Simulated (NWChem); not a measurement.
**Relativistic effects in H3Sb**

```xyz
4

Sb     0.0000     0.0000    -0.0307
H      1.8501     0.0000    -0.0571
H     -1.8501     0.0000    -0.0571
H      0.0000     0.0000     1.6789
```
Charge 0, spin multiplicity 3.

Program: NWChem. The geometry was optimised at UPBE0/def2-SVP with def2 effective core potentials on Sb, a minimum by its harmonic frequencies.

Functional B3LYP, all-electron basis x2c-SVPall-2c, contracted for the X2C Hamiltonian and used here with ZORA. The ion keeps the geometry and has multiplicity 2 in the scalar run; the spin-orbit run starts from the same electron counts.

The cost column gives rough processor time relative to scalar ZORA; each entry includes its own SCF.

B3LYP has NWChem's definition, with VWN1-RPA local correlation. The spin multiplicity of the parent species was assumed, not shown to be that of its ground state. The structure started from a generated list of species. No SCF solution was tested for a lower state.

```csv
Hamiltonian,ΔSCF ionisation energy (eV),relative cost
scalar ZORA,8.40,1
spin-orbit ZORA,?,under 3
```

Problem. Some entries are withheld; supply them.

Solution. 
- spin-orbit ZORA, ΔSCF ionisation energy (eV): 8.39
